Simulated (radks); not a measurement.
Results of a calculation; reference values are marked as such.
Q: Neutral silver, configuration [Kr] 4d10 5p1 (not the ground configuration). Code: a radial shooting solver on a logarithmic mesh with Libxc functionals. Model: Dirac Kohn-Sham, OLYP, spin-unpolarised, spherical densities, point nucleus; open shells are shared between the two j in proportion to 2j + 1. Some entries of the table are withheld. Estimate them.

orbital      occ.  eigenvalue (eV)  r(max) (bohr)  <r> (bohr)
1s1/2           2        -25315.02        0.02016     0.03111
2s1/2           2        -3731.229         0.1141      0.1345
2p1/2           2        -3467.921        0.08819      0.1141
2p3/2           4        -3292.638        0.09245      0.1192
3s1/2           2              (1)            (2)      0.3681
3p1/2           2        -581.3745         0.3192      0.3597
3p3/2           4        -550.3841         0.3291      0.3706
3d3/2           4        -365.1999            (3)      0.3432
3d5/2           6        -358.9438            (4)      0.3467
4s1/2           2         -97.1181         0.8225      0.9123
4p1/2           2         -64.1974         0.8600      0.9795
4p3/2           4         -59.1226         0.8851       1.011
4d3/2           4          -9.8225          1.029       1.375
4d5/2           6          -9.2534          1.041       1.398
5s1/2           0          -5.4166          2.439       3.059
5p1/2    0.333333          -1.5226          3.511       4.885
5p3/2    0.666667          -1.3899          3.706       5.169

A: 
(1) 3s1/2 eigenvalue (eV): -686.1060
(2) 3s1/2 r(max) (bohr): 0.3328
(3) 3d3/2 r(max) (bohr): 0.2718
(4) 3d5/2 r(max) (bohr): 0.2747
